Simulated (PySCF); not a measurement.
Bi (bismuth, neutral): UHF calculation

Configuration: [Xe] 4f14 5d10 6s1 6p4, high-spin 4P determinant (an excited configuration). Calculation: PySCF 2.14, in x2c-TZVPPall with one added diffuse shell each of s, p, d, f type (12s8p7d4f, 99 functions); the spin-free X2C one-electron Hamiltonian (Gaussian nucleus).

```
Total energy                                                  : -21528.844175 hartree
One-electron energy                                           : -29433.6512 hartree
Hartree (Coulomb) energy                                      : 8302.5198 hartree
Exchange energy                                               : -397.7128 hartree
⟨S²⟩                                                          : 3.8016
⟨L²⟩                                                          : 2.025
Sum of ⟨r⟩                                                    : 50.79 bohr
Sum of ⟨r²⟩                                                   : 79.35 bohr²
Traceless quadrupole moment −½Σ⟨3z² − r²⟩ along its main axis : -4.87 e·bohr²
Langevin diamagnetic susceptibility                           : -62.8 ×10⁻⁶ cm³/mol
```

| shell | electrons | mean orbital energy (hartree) | spread (hartree) | rms radius, mean of both spins (bohr) |
| --- | --- | --- | --- | --- |
| 1s α | 1 | -3345.51542 | 0 | 0.0178 |
| 1s β | 1 | -3345.50889 | 0 | 0.0178 |
| 2s α | 1 | -606.92626 | 0 | 0.0718 |
| 2s β | 1 | -606.92293 | 0 | 0.0718 |
| 2p α | 3 | -521.90231 | 0.00090 | 0.0664 |
| 2p β | 3 | -521.90021 | 0.00049 | 0.0664 |
| 3s α | 1 | -149.24711 | 0 | 0.183 |
| 3s β | 1 | -149.24071 | 0 | 0.183 |
| 3p α | 3 | -124.47650 | 0.00217 | 0.186 |
| 3p β | 3 | -124.47209 | 0.00011 | 0.186 |
| 3d α | 5 | -98.20639 | 0.00173 | 0.170 |
| 3d β | 5 | -98.20530 | 0.00134 | 0.170 |
| 4s α | 1 | -35.77738 | 0 | 0.401 |
| 4s β | 1 | -35.76595 | 0 | 0.401 |
| 4p α | 3 | -27.49014 | 0.00475 | 0.427 |
| 4p β | 3 | -27.48264 | 0.00122 | 0.427 |
| 4d α | 5 | -17.54195 | 0.00446 | 0.452 |
| 4d β | 5 | -17.53887 | 0.00362 | 0.452 |
| 5s α | 1 | -6.75825 | 0 | 0.891 |
| 5s β | 1 | -6.73035 | 0 | 0.891 |
| 4f α | 7 | -6.65501 | 0.00513 | 0.480 |
| 4f β | 7 | -6.65223 | 0.00431 | 0.480 |
| 5p α | 3 | -4.32658 | 0.01184 | 1.01 |
| 5p β | 3 | -4.31096 | 0.00244 | 1.01 |
| 5d α | 5 | -1.39428 | 0.01587 | 1.31 |
| 5d β | 5 | -1.36699 | 0.00780 | 1.31 |
| 6s α | 1 | -0.84844 | 0 | 2.37 |
| 6p α | 3 | -0.36165 | 0.04104 | 3.22 |
| 6p β | 1 | -0.20658 | 0 | 3.22 |

Spin-orbit coupling is strong in this species (close to jj coupling), so the high-spin LS determinant is a model state, not a physical level.

Densities and radii are taken from the X2C orbitals without a picture-change correction, which distorts them close to the nucleus.

Spin-orbit constants ζ (cm⁻¹) from the X2C one-electron operator on these orbitals: bare nucleus, nucleus screened by l(l+1)(2l+1)/3 electrons, and screened by the Breit-Pauli mean field of the electrons.

| shell | bare | screened nucleus | mean field |
| --- | --- | --- | --- |
| 2p | 11390000 | 11120000 | n/a |
| 3p | 2586000 | 2524000 | n/a |
| 3d | 396600 | 348800 | n/a |
| 4p | 628700 | 613600 | n/a |
| 4d | 88200 | 77570 | n/a |
| 4f | 18690 | 12390 | n/a |
| 5p | 113400 | 110600 | n/a |
| 5d | 10480 | 9214 | n/a |
| 6p | 10290 | 10040 | n/a |

To first order the Landé constant is A = -3348 cm⁻¹, so the lowest level has J = 5/2 and lies 0.623 eV below the centre of the term. This holds in LS coupling only, and this species is close to jj coupling.
